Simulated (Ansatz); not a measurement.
Basis-set extrapolation for C2H4AlN (`[CH3][AlH][C]#N`) (PBE0-D4/def2-TZVP geometry, frozen core, Ansatz). Multiplicity 1, RHF reference.

```json
{"": "HF", "cc-pV(T+d)Z": "-374.502929", "cc-pV(Q+d)Z": "-374.514276"}
{"": "MP2 correlation", "cc-pV(T+d)Z": "-0.589494", "cc-pV(Q+d)Z": "-0.627804"}
{"": "CCSD(T) correlation", "cc-pV(T+d)Z": "-0.643448", "cc-pV(Q+d)Z": "-0.677161"}
```

Energies in hartree. Use E(X) = E(∞) + A·exp(−5.46·√X) for Hartree–Fock and E(X) = E(∞) + B·X^(−3.05) for correlation, with X = 3 and 4.

What is the CCSD(T) energy at the basis-set limit?

HF limit: -374.514276 + (-0.011347) × 0.30130 = -374.51769. Correlation limit: -0.677161 + (-0.033713) × 0.71189 = -0.70116. Total: -375.21885 hartree, 190.3 kJ/mol below CCSD(T)/cc-pV(T+d)Z.
